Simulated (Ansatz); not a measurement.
Reaction (formal exchange of groups at a C–F bond): `F[CH]([GeH3])Br` + CH₄ → `C[CH]([GeH3])Br` + H–F

Gas-phase electronic energies from Ansatz, PBE0-D4/def2-TZVP geometries. CCSD(T)/CBS adds triple-zeta CCSD(T) − MP2 to the extrapolated MP2 energy (def2 sets, frozen cores). This one scheme is used for every species. DFT in def2-TZVPP. B3LYP here is the variant with VWN-RPA as its local correlation; programs differ in this. For Br, Ge outer-core shells are correlated without core-valence functions, which leaves a few kJ/mol of doubt a bond. Scalar relativity is left out up to krypton.

```
             level  ΔE (kcal/mol)
            B2PLYP          -10.8
            r2SCAN           -9.2
              PBE0          -10.9
             B3LYP           -7.7
SCS-MP2/def2-TZVPP          -14.8
CCSD(T)/def2-TZVPP          -14.2
      HF/CBS(def2)           -9.7
    CCSD/CBS(def2)          -15.1
```

(1) What does CCSD(T)/CBS give? (Estimate.)

Largest T1 diagnostic among the species: 0.011.

Results:

(1) Computed: -15.3 kcal/mol. The listed levels differ from it by 4.5, 6.1, 4.4, 7.6, 0.5, 1.1, 5.6, 0.2 kcal/mol.

The D4 term adds −2.1 kcal/mol with B3LYP and −1.2 kcal/mol with PBE0; it sums over pairs of atoms, weighted by their polarisabilities, and B3LYP, whose exchange is more repulsive, gets the larger term. In def2-TZVPP, CCSD(T) changes the Hartree–Fock value by −4.5 kcal/mol (the triples alone add −0.2 kcal/mol) and MP2 by −7.3 kcal/mol. From PBE to PBE0 (25 % exact exchange), in def2-TZVPP and without D4, ΔE moves by −2.4 kcal/mol.
